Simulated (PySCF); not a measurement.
Compound: C2H14OSi5.
Cartesian coordinates in Å at the GFN2-xTB level; atoms count from 1:
```
atom  x, y, z in Å
C1    -2.7175    0.1002   -1.2950
O2    -1.7217   -0.6243   -0.6525
Si3   -1.1691   -0.3784    0.8688
C4     0.1742   -1.7167    0.9720
Si5    1.2963   -1.9383   -0.5551
Si6    2.4932    0.0023   -0.9951
Si7    1.3304    2.0032   -0.6962
Si8   -0.2707    1.7517    0.9830
H9    -2.7951   -0.2600   -2.3214
H10   -3.6807   -0.0336   -0.7957
H11   -2.4794    1.1684   -1.3060
H12   -2.2602   -0.6950    1.8160
H13   -0.2977   -2.6756    1.1828
H14    0.7924   -1.4961    1.8433
H15    2.1734   -3.0873   -0.2572
H16    0.4769   -2.3747   -1.6920
H17    3.0756   -0.0705   -2.3458
H18    3.6930    0.0449   -0.1378
H19    2.2154    3.1571   -0.4674
H20    0.6521    2.3732   -1.9532
H21    0.3294    1.9824    2.3072
H22   -1.3207    2.7866    0.9205
```

NICS = −σ at a ghost point: NICS(0) at the centroid of the ring atoms, NICS(1) 1 Å to either side along the normal of their mean plane, zz for the tensor component along that normal. Level: GIAO PBE0/pcSseg-1 (PySCF, non-relativistic, gas phase) on the GFN2-xTB geometry, one conformer.

Ring bond lengths (Å), with Mayer bond orders in brackets: Si3–C4 1.899 (0.91), C4–Si5 1.908 (0.89), Si5–Si6 2.322 (0.89), Si6–Si7 2.333 (0.87), Si7–Si8 2.334 (0.85), Si8–Si3 2.315 (0.89).

Question: What do the NICS probes read (ppm)?

Answer: 
| ring | type | NICS(0) | NICS(1), two faces | NICS(1)zz, two faces | rms pucker (Å) | centre to ring atoms, mean (Å) |
| --- | --- | --- | --- | --- | --- | --- |
| Si3–C4–Si5–Si6–Si7–Si8 | 6-membered ring with 5 Si; formal bonds all single | -1.1 | -1.5 / -1.4 | 5.3 / 4.1 | 0.29 | 2.12 |

Question: What do they say, and how far can they be read as aromaticity?

Answer: 
- Si3–C4–Si5–Si6–Si7–Si8: mean NICS(1)zz 4.7 ppm, deshielded. Si3, C4, Si5, Si6, Si7, Si8 have four or more neighbours, so the value isn't read as a sign of a π ring current.

Question: At the second NICS(1) probe listed for ring Si3–C4–Si5–Si6–Si7–Si8, 1 Å off the ring, what do the in-plane components average?

Answer: The isotropic value is a third of the trace: (3 × -1.4 − (4.1))/2 = -4.1 ppm.

On Intel Xeon, one thread (shared host), this took 92 s wall (with the writing of density and orbital grids) and 1.1 GiB of memory at its peak. This is the whole shielding run at PBE0/pcSseg-1, SCF included.
